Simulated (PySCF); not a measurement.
C₂H (SMILES [C-]#C), charge -1, singlet, at a GFN2-xTB geometry (in this run its highest filled SCF level lies above zero, so its values depend strongly on the basis, on diffuse functions most of all); PySCF with PBE0/6-311G**.

Input for PySCF:
```python
from pyscf import gto, scf, dft

mol = gto.Mole()
mol.atom = '''
    C    -0.000000   -0.000000   -0.479965
    C     0.000000    0.000000    0.746059
    H    -0.000000   -0.000000   -1.596566
'''
mol.basis = '6-311g**'
mol.charge = -1
mol.spin = 0
mol.verbose = 4
mol.build()

mf = dft.RKS(mol)
mf.xc = 'pbe0'
mf.kernel()
mf.analyze()
```

Problem. Predict the main parts of the log of this PySCF run.

Solution. 
```
PySCF version 2.14.0

[INPUT] verbose = 4
[INPUT] num. atoms = 3
[INPUT] num. electrons = 14
[INPUT] charge = -1
[INPUT] spin (= nelec alpha-beta = 2S) = 0
[INPUT] symmetry False subgroup None
[INPUT] Mole.unit = angstrom
[INPUT] Symbol           X                Y                Z      unit          X                Y                Z       unit  Magmom
[INPUT]  1 C      0.000000000000   0.000000000000  -0.479965000000 AA    0.000000000000   0.000000000000  -0.907002399377 Bohr   0.0
[INPUT]  2 C      0.000000000000   0.000000000000   0.746059000000 AA    0.000000000000   0.000000000000   1.409847182767 Bohr   0.0
[INPUT]  3 H      0.000000000000   0.000000000000  -1.596566000000 AA    0.000000000000   0.000000000000  -3.017072479792 Bohr   0.0

nuclear repulsion = 19.7371931732209
number of shells = 20
number of NR pGTOs = 70
number of NR cGTOs = 42
basis = 6-311g**
ecp = {}

******** <class 'pyscf.dft.rks.RKS'> ********
method = RKS
initial guess = minao
damping factor = 0
level_shift factor = 0
DIIS = <class 'pyscf.scf.diis.CDIIS'>
diis_start_cycle = 1
diis_space = 8
diis_damp = 0
SCF conv_tol = 1e-09
SCF conv_tol_grad = None
SCF max_cycles = 50
direct_scf = True
direct_scf_tol = 1e-13
XC library pyscf.dft.libxc version 7.1.2
    S. Lehtola, C. Steigemann, M. J. T. Oliveira, and M. A. L. Marques,  SoftwareX 7, 1–5 (2018)
XC functionals = pbe0
    C. Adamo and V. Barone,  J. Chem. Phys. 110, 6158 (1999)
    M. Ernzerhof and G. E. Scuseria,  J. Chem. Phys. 110, 5029 (1999)
radial grids:
    Treutler-Ahlrichs [JCP 102, 346 (1995); DOI:10.1063/1.469408] (M4) radial grids

becke partition: Becke, JCP 88, 2547 (1988); DOI:10.1063/1.454033
pruning grids: <function nwchem_prune>
grids dens level: 3
symmetrized grids: False
atomic radii adjust function: <function treutler_atomic_radii_adjust>
small_rho_cutoff = 0
Set gradient conv threshold to 3.16228e-05
Initial guess from minao.
tot grids = 38048
init E= -76.626811277741
  HOMO = -0.319533361853337  LUMO = -0.00684610001063428  gap/eV = 8.50865
cycle= 1 E= -76.5268833757789  delta_E= 0.0999  |g|= 0.516  |ddm|= 1.46
  HOMO = 0.136711259577893  LUMO = 0.266206850847897  gap/eV = 3.52375
cycle= 2 E= -76.4743843939642  delta_E= 0.0525  |g|= 0.676  |ddm|= 1.92
  HOMO = 0.00772909011082554  LUMO = 0.279313195665139  gap/eV = 7.39018
cycle= 3 E= -76.6071985972042  delta_E= -0.133  |g|= 0.189  |ddm|= 1.21
  HOMO = 0.0030656327608363  LUMO = 0.267740586509387  gap/eV = 7.20217
cycle= 4 E= -76.616591524236  delta_E= -0.00939  |g|= 0.0274  |ddm|= 0.138
  HOMO = 0.000119450666416372  LUMO = 0.266904283725115  gap/eV = 7.25959
cycle= 5 E= -76.6167661870363  delta_E= -0.000175  |g|= 0.00445  |ddm|= 0.0259
  HOMO = 3.35432877305794e-05  LUMO = 0.267802297552777  gap/eV = 7.28636
cycle= 6 E= -76.6167722396325  delta_E= -6.05e-06  |g|= 0.000386  |ddm|= 0.00594
  HOMO = 1.8530988491923e-06  LUMO = 0.267816284785642  gap/eV = 7.28760
cycle= 7 E= -76.6167722950826  delta_E= -5.55e-08  |g|= 4.22e-05  |ddm|= 0.00116
  HOMO = 1.65915586700528e-05  LUMO = 0.267823072679242  gap/eV = 7.28739
cycle= 8 E= -76.6167722958079  delta_E= -7.25e-10  |g|= 1.23e-05  |ddm|= 0.000142
  HOMO = 1.22435196091963e-05  LUMO = 0.267825663843521  gap/eV = 7.28757
Extra cycle  E= -76.6167722956703  delta_E= 1.38e-10  |g|= 2.62e-05  |ddm|= 3.23e-05
converged SCF energy = -76.6167722956703
**** SCF Summaries ****
Total Energy =                         -76.616772295670273
Nuclear Repulsion Energy =              19.737193173220938
One-electron Energy =                 -145.432557649837463
Two-electron Energy =                   49.078592180946245
Two-electron Coulomb Energy =           60.311693391124010
DFT Exchange-Correlation Energy =      -11.233101210177768
HOMO-LUMO gap [eV] =                     7.287574361770472
**** MO energy ****
MO #1   energy= -9.92015775300149  occ= 2
MO #2   energy= -9.91045297963537  occ= 2
MO #3   energy= -0.467267889399881 occ= 2
MO #4   energy= -0.272243919782404 occ= 2
MO #5   energy= -0.00856710947604247 occ= 2
MO #6   energy= -0.00856710947601287 occ= 2
MO #7   energy= 1.22435196091963e-05 occ= 2
MO #8   energy= 0.267825663843521  occ= 0
MO #9   energy= 0.330636228087206  occ= 0
MO #10  energy= 0.330636228087214  occ= 0
MO #11  energy= 0.48906743617724   occ= 0
MO #12  energy= 0.605480160279157  occ= 0
MO #13  energy= 0.669013881747686  occ= 0
MO #14  energy= 0.669013881747703  occ= 0
MO #15  energy= 0.810002484229548  occ= 0
 ** Mulliken pop on meta-lowdin orthogonal AOs  **
 ** Mulliken pop  **
 ** Mulliken atomic charges  **
charge of    0C =     -0.49276
charge of    1C =     -0.57472
charge of    2H =      0.06747

WARN: System has nonzero charge -1; the dipole moment is origin-dependent.
Location of origin: [0. 0. 0.]

Dipole moment(X, Y, Z, Debye):  0.00000,  0.00000, -3.09747
```
